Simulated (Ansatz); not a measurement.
A structure relaxed at PBE0-D4/def2-TZVP, charge 0, multiplicity 1:

```xyz
7

N    -0.001   -0.547   -0.961
V     0.030    0.366    0.584
F     1.610    0.281    1.277
F    -0.358    2.023    0.285
S    -1.332   -0.518    1.733
H    -0.575   -1.337   -1.209
H     0.624   -0.268   -1.709
```

Problem. Give its formula and SMILES.

Solution. F2H2NSV, `[NH2][V]([F])([F])=[S]`.

Problem. Point group (tolerance 0.08 Å, 0.16 Å for H)?

Solution. Cs.

Problem. Summarise the bond lengths by kind.

Solution. 1 × N–V 1.795 Å; 2 × H–N 1.008 to 1.014 Å; 2 × F–V 1.727 Å; 1 × S–V 1.990 Å.

Results of the Gaussian-basis code of Ansatz.
